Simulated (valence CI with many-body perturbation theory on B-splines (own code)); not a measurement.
# Rh²³⁺: key properties

Calculated by valence CI with perturbative core correlation (CI+MBPT): four valence electrons over a frozen Dirac-Fock core [Ar], a basis of 9 s, 9 p, 10 d, 8 f, 5 g, 3 h, 1 i functions for each j, with the one-electron correlation potential Σ1 (screened to all orders), the two-electron term Σ2, the three-electron term Σ3, Breit, model QED; selected single and double excitations, second order for the rest (own B-spline code, finite nucleus).

No measured spectrum was set against this ion. As an estimate, terms of the open shell hold to 2 to 4 % of their energy, and close levels can change places. Core correlation moves these levels by up to 9700 cm⁻¹, and in measured spectra 5 to 20 % of such shifts remained as error; rates that hang on mixing are uncertain with them. Only levels of the ground parity were solved; by the run's estimate the other parity begins above the list, which can be wrong where configurations are misplaced.

Names give the largest LS component (configuration and term), which can be under half, so a name can repeat, a term be missing and a line seem to break the LS rules; names also repeat where a configuration has a term twice.

Rates and lifetimes use the calculated energies. Strong lines usually hold to 10 to 20 %, long lifetimes can be off by a factor of two.

What is the ground level?

3d4 5D_0, composition 67 % 3d4 5D + 30 % 3d4 3P + 3 % 3d4 1S.

How well does LS coupling describe the low levels?

Among the lowest 20 levels the leading LS term, summed over configurations, holds 66 % on average. For single configurations the figures are 65 % in LS and 66 % in jj coupling. Terms mix most in the J = 2 level at 178730 cm⁻¹, where the leading one holds 35 %.

How is the term 5D of the ground level split?

J = 0 at 0, J = 1 at 19183, J = 2 at 36029, J = 3 at 49381, J = 4 at 58366 cm⁻¹.

What is the ionisation energy?

1131.7 eV; NIST lists 1131 ± 4 eV (theoretical).
